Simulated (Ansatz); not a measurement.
`C#C[Si](C#C)(C#C)C#C` + HCl → `C#C[Si](Cl)(C#C)C#C` + `C#C` at 500 K and 1 bar (ligand exchange at the Si–C bond).

Computed with Ansatz on PBE0-D4/def2-TZVP structures; ΔE is electronic, products minus reactants. CCSD(T)/CBS is the MP2 limit (def2-TZVPP, def2-QZVPP) plus CCSD(T) − MP2 in def2-TZVPP, frozen cores. This one scheme is used for every species.

```tsv
species	CCSD(T)/CBS energy (Eh)	H − E (kJ/mol)	S (J/(mol·K))
`C#C[Si](C#C)(C#C)C#C`	-595.69571	274.7	506.5
HCl	-460.38127	32.5	201.9
`C#C[Si](Cl)(C#C)C#C`	-978.87265	220.7	487.2
`C#C`	-77.22717	90.7	225.3
```

H − E and S are ideal-gas, rigid-rotor, harmonic terms from PBE0-D4/def2-TZVP. 1 Eh = 2625.50 kJ/mol, R = 8.31446 J/(mol·K).

Problem. By hand: ΔE, ΔH, ΔS and ΔG.

Solution. ΔE = (-978.87265) + (-77.22717) − (-595.69571) − (-460.38127) = -0.02284 Eh = -60.0 kJ/mol. Δ(H − E) = 220.7 + 90.7 − 274.7 − 32.5 = 4.2, so ΔH = -55.8 kJ/mol. ΔS = 487.2 + 225.3 − 506.5 − 201.9 = 4.1 J/(mol·K). ΔG = -55.8 − 500 × (4.1)/1000 = -57.8 kJ/mol.

Problem. By hand: the equilibrium constant, and the temperature at which ΔG would vanish if ΔH and ΔS stayed fixed.

Solution. log₁₀ K = −ΔG/(RT ln 10) = 6.0. ΔH and −TΔS have one sign here, so there is no such temperature. One of them is within its doubt of zero, so this could turn.

The number of gas molecules stays the same, so ΔS is small and ΔH decides. A doubt of 5 kJ/mol in ΔE shifts log₁₀ K by 0.5 here. These are equilibria of isolated gas molecules and say nothing of rates. Largest T1 diagnostic: 0.014 (customary marks: 0.02 for closed shells, 0.045 for open ones).
